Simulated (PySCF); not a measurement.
Computed with TPSSh-D3(BJ)/def2-TZVP // PBE0-D3(BJ)/def2-TZVP in PySCF. Gas-phase values, no solvent. 

Reference species (SMILES): `[BiH3]` (neutral, multiplicity 1).

```yaml
HOMO: -7.21 eV
adiabatic ionisation energy (no zero-point term): 9.48 eV
```

Changed species: `B`.

Q: Give the shifts of the HOMO and adiabatic ionisation energy (no zero-point term).

A: the HOMO drops by 2.06 eV, to -9.27 eV; the adiabatic ionisation energy (no zero-point term) rises by 2.38 eV, to 11.86 eV.
